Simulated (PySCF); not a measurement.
SMILES C[SiH2][O][GeH3] (CH₈GeOSi), PBE0/def2-SVP optimised geometry.

```
12

Si     1.20     0.14     0.54
C      1.79    -0.41     2.23
O     -0.04    -0.82     0.00
Ge    -1.82    -0.82     0.00
H      2.32     0.04    -0.44
H      0.74     1.56     0.61
H      2.11    -1.46     2.21
H      2.65     0.20     2.55
H      1.00    -0.31     2.99
H     -2.30    -1.56     1.26
H     -2.25    -1.56    -1.27
H     -2.32     0.63     0.00
```

Density from PySCF 2.14.0 with PBE0/def2-TZVP at that geometry.

Minimum of the electron density along straight lines between bonded atoms, close to the bond critical point (lines longer than 1.1 times the sum of covalent radii, or with two minima, are not listed):

| bond | length / Å | ρ at the minimum / e bohr⁻³ | ∇²ρ there / e bohr⁻⁵ | position (fraction from the first atom) |
|---|---|---|---|---|
| Si1–C2 | 1.871 | 0.123 | [?] | 0.39 |
| Si1–O3 | 1.660 | 0.130 | [?] | 0.41 |
| O3–Ge4 | 1.774 | 0.139 | [?] | 0.53 |
| Si1–H5 | 1.494 | 0.121 | 0.13 | 0.49 |
| Si1–H6 | 1.501 | 0.119 | 0.14 | 0.49 |
| C2–H7 | 1.101 | 0.266 | -0.87 | 0.64 |
| C2–H8 | 1.102 | 0.265 | -0.86 | 0.64 |
| C2–H9 | 1.101 | 0.266 | -0.87 | 0.64 |
| Ge4–H10 | 1.540 | 0.134 | 0.05 | 0.59 |
| Ge4–H11 | 1.536 | 0.136 | 0.05 | 0.59 |
| Ge4–H12 | 1.542 | 0.134 | 0.05 | 0.59 |

Task: What belongs in the gaps?

Result: 
- Si1–C2, ∇²ρ there / e bohr⁻⁵: 0.18
- Si1–O3, ∇²ρ there / e bohr⁻⁵: 0.79
- O3–Ge4, ∇²ρ there / e bohr⁻⁵: 0.67
